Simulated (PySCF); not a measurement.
# Dipole moment and polarisability of Sn(OMe)Me3

Compound: Sn(OMe)Me3, C₄H₁₂OSn.
Structure used (PBE0-D3(BJ)/def2-SVP), in Å, numbered top down from 1:
```xyz
18
C4H12OSn angstrom
Sn    -0.1565   -0.2633   -0.3192
O     -0.1566   -0.2700    1.6859
C      0.4396    0.7650    2.3962
H      1.5269    0.8740    2.1932
H      0.3388    0.5717    3.4797
H     -0.0226    1.7571    2.2050
C      1.9023   -0.2782   -0.9401
H      2.3524    0.7175   -0.8205
H      1.9794   -0.5755   -1.9961
H      2.4624   -0.9986   -0.3270
C     -1.2004    1.5087   -0.9511
H     -1.4858    1.4213   -2.0097
H     -0.5686    2.3995   -0.8271
H     -2.1115    1.6309   -0.3481
C     -1.2007   -2.0721   -0.7799
H     -2.1632   -2.0826   -0.2498
H     -0.6066   -2.9369   -0.4529
H     -1.3856   -2.1516   -1.8608
```

Level: B3LYP/def2-SVPD (PySCF), static field, nuclei fixed, core orbitals frozen in the response. The polarisability tensor in these axes (au):

```
x   96.79  0.87  2.31
y    0.87 97.71  3.75
z    2.31  3.75 92.85
```

Question: Give the principal values, the mean and the anisotropy Δα = √{½[(α1 − α2)² + (α2 − α3)² + (α1 − α3)²]}.

Answer: Principal values 90.38, 96.26 and 100.70 au; mean 95.78 au = 14.19 Å³ = 15.79 × 10⁻⁴⁰ C²·m²/J; Δα = 8.96 au (9 % of the mean).

Question: What is the dipole moment, and where does it point?

Answer: (0.31, 0.56, -2.03) D, 2.13 D in size, pointing from the negative to the positive side. Measured along this direction, the outermost atoms are H5 at the negative end and H12 and H9 at the positive end.

Question: Find the Langevin capture rate constant for H3O+ (19.018 u) meeting this molecule (195.991 u), k = 2.342 × 10⁻⁹ cm³/s × √(α in Å³ / reduced mass in u).

Answer: The reduced mass is 17.34 u, so k = 2.12 × 10⁻⁹ cm³/s. The formula leaves out the permanent dipole, which adds to the capture rate.

Question: Sum over states: ᾱ = Σ f/ω², ω in Eh. What share falls to these 10 lowest TDDFT singlets (eV, f)? 5.67, 0.0235; 6.22, 0.0010; 6.25, 0.0273; 6.62, 0.0048; 6.72, 0.0060; 6.88, 0.1022; 6.98, 0.0400; 6.99, 0.0416; 7.03, 0.1075; 7.20, 0.0409.

Answer: They add up to 6.29 au, 6.6 % of the 95.78 au; the largest single term is 1.61 au, from the state at 7.03 eV. Terms in order: 0.54, 0.02, 0.52, 0.08, 0.10, 1.60, 0.61, 0.63, 1.61, 0.58 au. Higher excitations give the rest. The strengths listed sum to 0.395.

Question: What would n − 1 = 2πNα be for an ideal gas of these molecules at 273.15 K and 1 atm, electronic part alone?

Answer: N = p/kT = 2.6868 × 10¹⁹ cm⁻³, so n − 1 = 2π × N × 14.19 × 10⁻²⁴ cm³ = 2396 × 10⁻⁶ at long wavelengths.

Question: Molar refractivity from α?

Answer: Lorentz–Lorenz: R = (4π/3)N_A α = 2.5225 cm³/(mol·Å³) × 14.19 Å³ = 35.8 cm³/mol, in the limit of long wavelengths.

Question: What depolarisation ratio follows for Rayleigh scattering of linearly polarised light, taking the static tensor?

Answer: ρ = 3Δα²/(45ᾱ² + 4Δα²) = 241.0/(412834 + 321.3) = 0.000583.

Isolated species at its PBE0-D3(BJ)/def2-SVP geometry, gas phase. Atoms past krypton carry effective core potentials; spin–orbit coupling is left out.

The run behind these numbers computed excited states as well. The run took 2.5 min wall (grids of density and orbitals included) on one thread, Intel Xeon at 2.50 GHz (x86_64) (shared host), and the process peaked at 0.97 GiB of memory.
